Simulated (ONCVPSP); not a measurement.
# Ranking ONCV potentials for Hf (Z = 72)

All share these settings but for the change named:

| Property | Result |
| --- | --- |
| Element | hafnium |
| Generator | ONCVPSP 4.0.1 |
| Type | optimised norm-conserving Vanderbilt (ONCV) |
| Functional | PBEsol |
| Relativity | fully relativistic |
| Frozen core | [Kr] 4d10 4f14 |
| Valence charge | 12 |
| Reference configuration | 5s2 5p6 5d1 (charge +3) |
| Partial waves | 5s: rc 1.65 bohr, ncon 3, nbas 7, qcut 7.3 1/bohr, 2 projectors, debl 1.1 Ha; 5p: rc 1.80 bohr, ncon 4, nbas 7, qcut 6.1 1/bohr, 2 projectors, debl 3.9 Ha; 5d: rc 2.65 bohr, ncon 4, nbas 9, qcut 5.9 1/bohr, 3 projectors, debl 0.8 Ha |
| Local potential | polynomial inside 1.20 bohr (lpopt 4, dvloc0 6 Ha) |
| Core correction | Teter function, fcfact 3.75, rcfact 1.65 |

Open shells are filled in proportion to 2j + 1.

In the s channel the program set the typed energies aside and used -3.459, 0.250 Ha. In the d channel the program set the typed energies aside and used -0.985, 0.250, 1.050 Ha (j = l + 1/2; the other j can differ).

Test errors are all-electron minus pseudo excitation energies from the reference, over 5s2 5p6 5d2 6s2; 5s2 5p6 5d2 6s1; 5s2 5p6 5d2; 5s1 5p6 5d2 6s2. None of these files shows a bound ghost.

The base gives 254.7 meV.

Of 6 variants that were run, those that failed, showed a ghost or another fault, or gave nearly equal values are left out.

A variant can come out equal or close to the base, since the largest error may sit in a test that the change hardly touches while other tests move.

Problem. Rank these variants by their largest absolute test error, smallest first.
A. s: qcut 4.5
B. s: qcut 8.1
C. s: qcut 5.9
D. s: qcut 7.2

Solution. B (218.5 meV), D (259.9 meV), C (351.0 meV), A (470.8 meV).
